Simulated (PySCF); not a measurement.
SMILES CC([SiH2]C(O)=O)(C)C (C5H12O2Si) (GFN2-xTB optimised geometry):

```
20

C     -0.935    -2.811     1.126
C      0.016    -1.615     1.061
C      0.260    -1.095     2.481
C      1.352    -2.067     0.464
Si    -0.748    -0.231    -0.027
C      0.417     1.295     0.000
O      1.623     1.295     0.000
O     -0.284     2.435     0.000
H     -0.504    -3.606     1.734
H     -1.125    -3.210     0.132
H     -1.889    -2.526     1.564
H     -0.668    -0.757     2.940
H      0.963    -0.265     2.471
H      0.678    -1.884     3.105
H      2.039    -1.228     0.382
H      1.811    -2.825     1.098
H      1.211    -2.494    -0.526
H     -0.852    -0.660    -1.425
H     -2.039     0.235     0.482
H      0.307     3.210    -0.003
```

Computed with CAM-B3LYP/def2-SVP run with PySCF.

### Question
What are the frontier orbital energies and the dipole moment?

### Answer
HOMO-2 -10.58 eV, HOMO-1 -9.46 eV, HOMO -8.93 eV, LUMO 0.88 eV, LUMO+1 2.38 eV; dipole moment 1.14 D.

Meta-Löwdin charges at CAM-B3LYP/def2-SVP: C1 -0.29, C2 -0.13, C3 -0.29, C4 -0.29, Si5 0.60, C6 0.31, O7 -0.44, O8 -0.43, H9 0.09, H10 0.09, H11 0.09, H12 0.09, H13 0.10, H14 0.09, H15 0.11, H16 0.09, H17 0.09, H18 -0.10, H19 -0.10, H20 0.32.
